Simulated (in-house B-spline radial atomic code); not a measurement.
Spin-orbit splittings of orbital energies (j = l + 1/2 less j = l - 1/2) and ratios of mean radii (lower j over upper j) along the 28-electron series, configuration [Ar] 3d10. Computed with a radial B-spline atomic code at the basis-set limit: Dirac-Hartree-Fock, average of the configuration, finite nuclei.

```csv
ion,Z,splitting of 2p (eV),radius ratio of 2p,splitting of 3d (eV),radius ratio of 3d,splitting of 3p (eV),radius ratio of 3p
Pr31+,59,486.31,0.93245,22.157,0.98542,102.51,0.95866
Nd32+,60,?,?,?,?,?,?
Pm33+,61,564.86,0.92751,26.242,0.9844,120.79,0.95581
Sm34+,62,607.77,0.92496,28.484,0.98388,130.84,0.95433
Eu35+,63,653.26,0.92235,30.868,0.98335,141.55,0.95282
Gd36+,64,?,?,?,?,?,?
Tb37+,65,752.46,0.91698,36.085,0.98226,165.06,0.9497
Dy38+,66,806.44,0.91421,38.93,0.98169,177.93,0.94808
Ho39+,67,863.51,0.91138,41.94,0.98112,191.6,0.94643
Er40+,68,?,?,?,?,?,?
Tm41+,69,987.52,0.90555,48.487,0.97994,221.47,0.94301
Yb42+,70,1054.77,0.90254,52.035,0.97934,237.75,0.94124
Lu43+,71,1125.72,0.89948,55.777,0.97872,254.99,0.93944
Hf44+,72,1200.56,0.89635,59.72,0.9781,273.24,0.9376
Ta45+,73,1279.45,0.89316,63.87,0.97746,292.54,0.93571
W46+,74,1362.58,0.8899,68.234,0.97681,312.94,0.93378
Re47+,75,1450.15,0.88658,72.822,0.97616,334.49,0.93182
Os48+,76,1542.34,0.8832,77.64,0.97549,357.25,0.92981
Ir49+,77,1639.39,0.87974,82.695,0.97481,381.28,0.92775
Pt50+,78,1741.51,0.87622,87.998,0.97412,406.63,0.92565
Au51+,79,1848.92,0.87263,93.554,0.97343,433.37,0.9235
Hg52+,80,1961.88,0.86896,99.374,0.97272,461.56,0.92131
Tl53+,81,2080.63,0.86522,105.46,0.972,491.28,0.91907
Pb54+,82,2205.44,0.86141,111.84,0.97127,522.58,0.91678
Bi55+,83,2336.59,0.85752,118.5,0.97053,555.56,0.91444
```

Question: Fill in the row of Nd32+.

Answer: splitting of 2p (eV): 524.41; radius ratio of 2p: 0.93001; splitting of 3d (eV): 24.135; radius ratio of 3d: 0.98492; splitting of 3p (eV): 111.35; radius ratio of 3p: 0.95725.

Question: Fill in the row of Gd36+.

Answer: splitting of 2p (eV): 701.45; radius ratio of 2p: 0.91969; splitting of 3d (eV): 33.4; radius ratio of 3d: 0.98281; splitting of 3p (eV): 152.95; radius ratio of 3p: 0.95128.

Question: Fill in the row of Er40+.

Answer: splitting of 2p (eV): 923.82; radius ratio of 2p: 0.90849; splitting of 3d (eV): 45.124; radius ratio of 3d: 0.98053; splitting of 3p (eV): 206.1; radius ratio of 3p: 0.94474.

Question: With what power of Z does the column «splitting of 3d (eV)» change over this range?

Answer: A fit of the logarithm of its size against log Z from Z = 59 to 83 has slope 4.91. An unscreened hydrogenic electron would give 4 at low Z; screening makes the apparent power larger near the neutral end, and relativity raises it again at high Z.
